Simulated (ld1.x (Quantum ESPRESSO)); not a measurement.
## Before and after: TM potential for thallium (Tl)

```json
{
  "Element": "Tl (Z = 81)",
  "Generator": "ld1.x (Quantum ESPRESSO) 7.5",
  "Type": "norm-conserving Troullier–Martins (Kleinman–Bylander form)",
  "Functional": "LDA (PZ)",
  "Relativity": "fully relativistic",
  "Frozen core": "[Xe] 4f14",
  "Valence charge": "13",
  "Reference configuration": "5d10 6s1.5 6p1.5",
  "Partial waves": "6p (bound): rc 2.65 bohr; 5d (bound): rc 2.10 bohr; 6s (bound): rc 1.55 bohr",
  "Local potential": "the s channel",
  "Core correction": "Bessel-smoothed model core inside 0.95 bohr"
}
```

Open shells are filled in proportion to 2j + 1 (rel_dist='average').

Change: wave 6p (bound): rc 2.65 bohr becomes 6p (bound): rc 3.66 bohr.

Cutoffs: the cutoffs (Ry, on a coarse ladder) from which the occupation-weighted sum of valence levels, in a spherical-Bessel basis at the reference potential, stays within 10 and 1 mRy of its value at 400 Ry; they do not see the model core or the augmentation charge, which bear on the density cutoff. Errors are all-electron minus pseudo energies relative to the spin-unpolarised reference configuration.

Q: Predict the effect on cutoff, ghosts and configuration errors.

A: The potential gets neither clearly harder nor softer (50 Ry and 140 Ry → 50 Ry and 140 Ry); a bound ghost appears in p, which as a rule spoils a file; of the 7 tests that both files solve, the error grows in 4 and shrinks in 3 by more than 15 % and 0.3 meV (median size 3.6 → 5.0 meV).

```tsv
quantity	base	changed
cutoff, loose	50 Ry	50 Ry
cutoff, tight	140 Ry	140 Ry
loose cutoff by channel (10 mRy a level)	p 8 Ry, d 40 Ry, s 35 Ry	p 6 Ry, d 40 Ry, s 35 Ry
bound ghosts	none	p1/2
error for 5d10 6s2 6p1, meV [ΔE -3.63 eV]	-0.4	+1.8
error for 5d10 6s2 6p0, meV [ΔE 1.89 eV]	-6.6	-5.0
error for 5d10 6s1 6p0, meV [ΔE 23.09 eV]	-3.6	-25
error for 5d10 6s0 6p0, meV [ΔE 53.69 eV]	-26	-78
error for 5d10 6s2 6p0.5, meV [ΔE -1.61 eV]	-2.5	+0.3
error for 5d10 6s1 6p1, meV [ΔE 10.14 eV]	+1.2	+1.6
error for 5d10 6s0 6p3, meV [ΔE 11.50 eV]	-15	+12
```

 A true bound ghost makes a file unfit for plane-wave use even where its test errors are small: the radial tests pick states by their node count and pass the ghost by.
